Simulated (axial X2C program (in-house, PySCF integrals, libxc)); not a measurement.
**Which functional? An output for WN⁺**

An SCF output computed with an in-house relativistic program for diatomic molecules for WN⁺ at 1.629 Å, two-component, state Ω = 1, W dyall-cv3z [13s14p9d7f4g], N dyall-av3z [7s7p3d2f] (cores contracted in-house), without its first line:

```
basis functions 242  fitting functions 1182  grid points 5072
iter        total energy     max residual
   1     -16191.271518659     9.90e-01
   2     -16191.317565969     1.89e-02
   3     -16191.319919046     1.84e-02
   4     -16191.322565512     8.16e-03
   5     -16191.324168067     5.93e-03
   6     -16191.325058750     6.85e-03
   7     -16191.327281933     5.51e-03
   8     -16191.333564576     3.69e-03
   9     -16191.335355007     1.38e-03
  10     -16191.335129691     2.12e-03
  11     -16191.335510334     7.04e-04
  12     -16191.335515316     7.28e-04
  13     -16191.335552822     1.84e-04
  14     -16191.335556184     1.22e-04
  15     -16191.335557507     5.44e-05
  16     -16191.335558008     4.40e-05
  17     -16191.335558295     1.63e-05
  18     -16191.335558333     8.65e-06
  19     -16191.335558339     6.37e-06
  20     -16191.335558344     4.24e-06
  21     -16191.335558346     1.98e-06
  22     -16191.335558347     8.05e-07
converged
one-electron -22520.14470717  Coulomb 6504.46079828  exact exchange -329.91324149  xc functional 0.00000000  nuclear repulsion 168.27120642  atomic mean-field constant -14.00961438
```

Task: Which level of theory produced it?
A. HF
B. PBE0
C. B3LYP

Result: A. The exact-exchange term against the functional term shows a share of 1 of exact exchange.
